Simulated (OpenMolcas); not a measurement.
# Ti2+ in NaF: curves along the breathing mode

Ti2+ with its 6 nearest fluoride ions, on the Na site of NaF (a = 4.634 Å, distance in the model lattice 2.317 Å). The rest of the host is ab initio model potentials to 7.6 Å, with orthogonalisation functions on the cations behind the ligands, and point charges beyond; the distance is set by hand and nothing relaxes, and no local charge compensation is placed. Ligand basis ANO-RCC-VDZP.

| Item | Value |
| --- | --- |
| Program | OpenMolcas 26.06 |
| Method | CASSCF |
| Basis | ANO-RCC-VDZP [5s4p2d1f] |
| Scalar Hamiltonian | DKH2, point nucleus |
| Active space | 2 electrons in 5 orbitals (3d) |
| State averaging | 2S+1 = 3 even, 10 roots; 2S+1 = 1 even, 15 roots |
| Spin-orbit coupling | state interaction with AMFI integrals over the reference wave functions |

Spin-free energies (labels of O, the rotations of Oh) in cm-1 above the lowest fitted minimum, as all ligands move together:

| R (Å) | 3T1 | 3T2 | 1T2 | 1E | 3A2 | 3T1(2) | 1A1 |
| --- | --- | --- | --- | --- | --- | --- | --- |
| 2.075 | 60 | 13690 | 11810 | 11950 | 29280 | 25220 | 24460 |
| 2.124 | 340 | 12480 | 12130 | 12310 | 26450 | 24090 | 24450 |
| 2.173 | 2010 | 12830 | 13820 | 14050 | 25360 | 24530 | 25810 |
| 2.221 | 4750 | 14450 | 16600 | 16870 | 25730 | 26230 | 28250 |
| 2.27 | 8540 | 17220 | 20400 | 20710 | 27370 | 29080 | 31710 |
| 2.319 | 13170 | 20960 | 25050 | 25410 | 30110 | 32910 | 36020 |
| 2.368 | 18590 | 25590 | 30470 | 30880 | 33840 | 37610 | 41100 |

Cubic fits give the following; the wavenumber is harmonic, with the mass of all moving ligands, small differences in it between states hang on the degree of the fit, a number in brackets counts states of one label, and the table is a selection of at most 14 states with clean curves.

```tsv
State	R0 (Å)	Breathing mode (cm-1)	Minimum (cm-1)
3T1	2.088	420	0
3T2	2.137	423	12450
1T2	2.087	420	11760
1E	2.086	421	11910
3A2	2.184	422	25320
3T1(2)	2.134	424	24080
1A1	2.098	413	24290
1T2(2)	2.135	425	26440
1T1	2.136	423	29120
1E(2)	2.184	422	39670
1A1(2)	2.172	430	58280
```

The minimum of 3T2 is shifted by +0.0488 Å against 3T1 (from the unrounded fits). With M = 114.0 u for the moving shell, the Huang-Rhys factor in this mode is S = M ω ΔR² / 2ħ = 0.01483 × 114.0 × 420 × 0.0488² = 1.69. Only the first shell moves, against a rigid host.

An orbital triplet at a regular site is open to Jahn-Teller coupling, which can distort the site and quench the lowest spin-orbit gaps and is left out. Without dynamic correlation the repulsion within the d shell is too large (B by tens of per cent), so at a given field states of lower spin stand too high. Ligand-to-metal charge-transfer states are missing. With no ligand orbital active B as a rule stays too high, so bands that hang on it stand too high and its fall with covalency is understated. With metal d orbitals alone and no dynamic correlation 10Dq can be off by a tenth to a fifth, either way, in oxide and fluoride hosts. No measured value stands beside these numbers.
